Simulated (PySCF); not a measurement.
An excited-state job on `Cl[C@@H]1CC[Si@@H]1Br`.

Computed with TDDFT PBE0/def2-SVPD, vertical, gas phase, core orbitals frozen in the response (PySCF 2.14.0, density-fitted response routines). Geometry: GFN2-xTB. A driver script takes a list of jobs; this job's settings line and coordinates (Å) are shown.

Input:
```
{"job": {"kind": "uv", "xc": "PBE0", "basis": "def2-SVPD", "nstates": 8, "ntriplets": 3}, "charge": 0, "multiplicity": 1}
Cl    -1.064425     1.090104     2.185824
C     -0.667597     0.828173     0.460631
C     -0.961269    -0.594812    -0.044621
C      0.340918    -0.875982    -0.825343
Si     1.174079     0.661757    -0.063957
Br     2.572142     0.190829     1.577188
H     -1.224717     1.585329    -0.089474
H     -1.070244    -1.280487     0.794162
H     -1.861151    -0.655981    -0.654990
H      0.778299    -1.848337    -0.609965
H      0.195944    -0.815121    -1.901603
H      1.789219     1.713842    -0.853877
```

Q: What does the run print?

A: 
```
coarse grid: 50432 points
cycle   1  E = -3440.4505299625  dE = -4.797e-01  |g| = 3.484e-01  |ddm| = 4.827e+00
cycle   2  E = -3440.4439814079  dE =  6.549e-03  |g| = 3.787e-01  |ddm| = 1.226e+00
cycle   3  E = -3440.4847257216  dE = -4.074e-02  |g| = 4.650e-02  |ddm| = 6.292e-01
cycle   4  E = -3440.4852035328  dE = -4.778e-04  |g| = 1.320e-02  |ddm| = 9.828e-02
cycle   5  E = -3440.4852454340  dE = -4.190e-05  |g| = 4.485e-03  |ddm| = 3.090e-02
cycle   6  E = -3440.4852504457  dE = -5.012e-06  |g| = 1.210e-03  |ddm| = 9.701e-03
final grid: 102608 points
cycle   7  E = -3440.4852296916  dE =  3.289e-07  |g| = 1.736e-03  |ddm| = 9.696e-03
cycle   8  E = -3440.4852286314  dE =  1.060e-06  |g| = 2.650e-03  |ddm| = 6.791e-03
cycle   9  E = -3440.4852304933  dE = -1.862e-06  |g| = 1.560e-04  |ddm| = 4.068e-03
cycle  10  E = -3440.4852305001  dE = -6.739e-09  |g| = 1.584e-05  |ddm| = 2.671e-04
cycle  11  E = -3440.4852305001  dE = -6.912e-11  |g| = 3.969e-06  |ddm| = 3.719e-05
converged SCF energy = -3440.4852305001

Static polarisability (au): isotropic 93.761, principal 80.528 96.676 104.079

Singlet excitations
state   eV       nm        f      main configurations
  1   5.8309    212.6   0.00164   H->L 0.97
  2   6.2576    198.1   0.00349   H-1->L 0.97
  3   6.5493    189.3   0.03251   H->L+1 0.87
  4   6.6500    186.4   0.00504   H-2->L 0.85
  5   6.7783    182.9   0.01298   H-3->L 0.82, H-1->L+1 0.08
  6   6.8148    181.9   0.02380   H-1->L+1 0.72, H-3->L 0.08
  7   7.0315    176.3   0.02796   H->L+2 0.92
  8   7.2219    171.7   0.02016   H->L+3 0.78

Triplet excitations (Tamm-Dancoff, eV): 5.3233 5.8802 5.9797
```

The SCF starts on a coarse grid where the log names one; the energy can jump when the final grid takes over, and dE then counts from the start density on the new grid. H and L stand for HOMO and LUMO; the number after each pair is its weight.

Q: How does the lowest singlet excitation compare with the HOMO–LUMO gap?

A: HOMO -7.75 eV and LUMO -0.56 eV give a gap of 7.19 eV; S1 at 5.83 eV lies 1.36 eV below it.

Summary of the converged run: HOMO -7.75 eV, LUMO -0.56 eV; lowest singlet 5.83 eV; lowest triplet 5.32 eV (Tamm–Dancoff); mean polarisability 93.8 au.

 The PBE0/def2-SVPD calculation is non-relativistic and has no spin–orbit coupling, an omission that weighs most on bromine.

The run took 35 s of wall time on one thread of an Arm Neoverse V1 (shared host).

One conformer stands for the species.
Labels such as C1 count atoms from 1, the log's own numbers from 0.
